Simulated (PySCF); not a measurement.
J couplings in SMILES CCCCBr, C₄H₉Br

Geometry:
```json
{"atom": "C1", "x (Å)": "-1.795", "y (Å)": "-0.415", "z (Å)": "-0.566"}
{"atom": "C2", "x (Å)": "-0.717", "y (Å)": "0.169", "z (Å)": "0.333"}
{"atom": "C3", "x (Å)": "0.693", "y (Å)": "-0.123", "z (Å)": "-0.170"}
{"atom": "C4", "x (Å)": "1.752", "y (Å)": "0.495", "z (Å)": "0.716"}
{"atom": "Br5", "x (Å)": "3.553", "y (Å)": "0.100", "z (Å)": "0.092"}
{"atom": "H6", "x (Å)": "-1.719", "y (Å)": "-1.513", "z (Å)": "-0.619"}
{"atom": "H7", "x (Å)": "-1.709", "y (Å)": "-0.028", "z (Å)": "-1.594"}
{"atom": "H8", "x (Å)": "-2.804", "y (Å)": "-0.169", "z (Å)": "-0.200"}
{"atom": "H9", "x (Å)": "-0.829", "y (Å)": "-0.232", "z (Å)": "1.356"}
{"atom": "H10", "x (Å)": "-0.856", "y (Å)": "1.261", "z (Å)": "0.421"}
{"atom": "H11", "x (Å)": "0.854", "y (Å)": "-1.213", "z (Å)": "-0.222"}
{"atom": "H12", "x (Å)": "0.811", "y (Å)": "0.257", "z (Å)": "-1.198"}
{"atom": "H13", "x (Å)": "1.676", "y (Å)": "1.591", "z (Å)": "0.744"}
{"atom": "H14", "x (Å)": "1.700", "y (Å)": "0.115", "z (Å)": "1.745"}
```

Method: indirect couplings at PBE0/pcJ-1 (dyall-v2z on Br), no solvent, Gaussian nuclear model, PBE0-D3(BJ)/def2-SVP geometry; PySCF integrals, density fitting.

Non-relativistic values:
```
    coupling           atoms  J (Hz)
1J(79Br,13C)        Br5 – C4   -69.6
2J(79Br,13C)        Br5 – C3     3.2
 2J(79Br,1H)   Br5 – H13/H14    21.2
3J(79Br,13C)        Br5 – C2     1.6
 3J(79Br,1H)   Br5 – H11/H12     4.9
4J(79Br,13C)        Br5 – C1    -0.7
 4J(79Br,1H)    Br5 – H9/H10    -0.8
 5J(79Br,1H)  Br5 – H6/H7/H8     0.6
```

Task: What do scalar relativity and two-component X2C with spin–orbit coupling give?

Result: 
```tsv
coupling	atoms	scalar (Hz)	with spin–orbit (Hz)
1J(79Br,13C)	Br5 – C4	-84.7	-73.3
2J(79Br,13C)	Br5 – C3	2.9	2.1
2J(79Br,1H)	Br5 – H13/H14	24.3	22.0
3J(79Br,13C)	Br5 – C2	0.0	1.4
3J(79Br,1H)	Br5 – H11/H12	4.8	5.2
4J(79Br,13C)	Br5 – C1	-0.9	-0.7
4J(79Br,1H)	Br5 – H9/H10	-0.8	-0.9
5J(79Br,1H)	Br5 – H6/H7/H8	0.7	0.7
```

The largest listed coupling, 1J(79Br,13C), ends at 1.05 times its non-relativistic value: scalar relativity adds -15.1 Hz and spin–orbit coupling +11.3 Hz. Equivalent partners are averaged, as under fast rotation. Couplings to strongly quadrupolar nuclei (79Br) are seldom resolved in solution.
